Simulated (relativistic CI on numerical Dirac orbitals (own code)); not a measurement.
# Electric-dipole transitions in Te24+

Calculated at this level of theory: Dirac-Coulomb-Breit CI, orbitals from a KLI potential per configuration, model QED, unscaled Slater integrals (own radial code, finite nucleus).

CI space (outside the closed core [Ne]): 3s²3p⁶3d¹⁰, 3s²3p⁶3d⁹4s, 3s²3p⁶3d⁹4p, 3s²3p⁶3d⁹4d, 3s²3p⁶3d⁹4f, 3s²3p⁵3d¹⁰4s, 3s²3p⁶3d⁸4s², 3s²3p⁵3d¹⁰4p, 3s²3p⁶3d⁸4s4p, 3s²3p⁶3d⁹5s, 3s²3p⁶3d⁸4p², 3s²3p⁶3d⁹5p, 3s²3p⁶3d⁸4s4d, 3s²3p⁵3d¹⁰4d, 3s3p⁶3d¹⁰4s, 3s²3p⁶3d⁹5d. Levels of other configurations are missing.

```csv
λ vac (nm),Lower,Upper,A (s⁻¹),gf,Branching (%)
1.3676,3s²3p⁶3d¹⁰ ¹S0 [1],3s²3p⁵3d¹⁰4d ¹P°1 [92],9.81e+12,8.25e-01,91.3
1.6044,3s²3p⁶3d¹⁰ ¹S0 [1],3s²3p⁶3d⁹4f ¹P°1 [57],5.12e+13,5.93e+00,99.7
5.0882,3s²3p⁶3d⁹4s ¹D2 [3],3s²3p⁵3d¹⁰4s ¹P°1 [56],7.60e+11,8.85e-01,11.9
5.0986,3s²3p⁶3d⁹4s ³D3 [2],3s²3p⁵3d¹⁰4s ³P°2 [52],7.28e+11,1.42e+00,84.7
5.1002,3s²3p⁶3d⁹4p ³F°3 [7],3s²3p⁵3d¹⁰4p ³D2 [59],7.58e+11,1.48e+00,83.6
5.1023,3s²3p⁶3d⁹4p ³F°4 [10],3s²3p⁵3d¹⁰4p ³D3 [62],7.52e+11,2.05e+00,78.0
12.970,3s²3p⁶3d⁹4p ³P°2 [6],3s²3p⁶3d⁹4d ³P2 [20],1.04e+11,1.31e+00,72.6
13.091,3s²3p⁶3d⁹4p ³F°2 [8],3s²3p⁶3d⁹4d ³G3 [29],1.19e+11,2.14e+00,82.1
13.170,3s²3p⁶3d⁹4p ³F°3 [7],3s²3p⁶3d⁹4d ³G4 [19],1.30e+11,3.05e+00,90.5
14.393,3s²3p⁶3d⁹4d ³G4 [19],3s²3p⁶3d⁹4f ³H°5 [40],1.07e+11,3.65e+00,95.6
14.777,3s²3p⁶3d⁹4d ³F4 [26],3s²3p⁶3d⁹4f ³G°5 [45],8.75e+10,3.15e+00,82.3
14.786,3s²3p⁶3d⁹4d ³G4 [32],3s²3p⁶3d⁹4f ¹H°5 [50],1.04e+11,3.74e+00,99.5
14.832,3s²3p⁶3d⁹4d ³G5 [23],3s²3p⁶3d⁹4f ³H°6 [39],1.03e+11,4.41e+00,100.0
15.066,3s²3p⁶3d⁹4p ³D°3 [13],3s²3p⁶3d⁹4d ³F4 [26],7.61e+10,2.33e+00,68.9
15.073,3s²3p⁶3d⁹4p ³F°3 [15],3s²3p⁶3d⁹4d ³G4 [32],1.05e+11,3.22e+00,99.3
15.080,3s²3p⁶3d⁹4p ³F°4 [10],3s²3p⁶3d⁹4d ³G5 [23],1.04e+11,3.92e+00,100.0
18.538,3s²3p⁶3d⁹4s ³D3 [2],3s²3p⁶3d⁹4p ³D°3 [13],2.76e+10,9.94e-01,61.7
19.246,3s²3p⁶3d⁹4s ¹D2 [3],3s²3p⁶3d⁹4p ¹D°2 [11],3.44e+10,9.55e-01,85.5
19.367,3s²3p⁶3d⁹4s ³D2 [5],3s²3p⁶3d⁹4p ³F°3 [15],4.00e+10,1.57e+00,98.8
19.402,3s²3p⁶3d⁹4s ³D3 [2],3s²3p⁶3d⁹4p ³F°4 [10],4.00e+10,2.03e+00,100.0
```

Terms are leading LS components. Brackets give the number of a level in order of energy, since labels repeat. The list gives strong lines, with weight on those to low levels, without lines whose two gauges differ by over a factor of 2.5, among the lowest 200 of 461 levels, so that lines to higher ones, which can be the strongest, are missing. Levels whose partners in the same complex of configurations lie outside the list can be far off, and so can their lines. Rates are taken at the computed energies, electric ones in the length gauge.

At this charge energies of transitions that change n are usually good to better than 1 %, and those within a shell (Δn = 0) to a few per cent.

LS names give the leading component of a level, which can be under half, so a name can repeat, a term be missing and a line seem to break the LS rules.
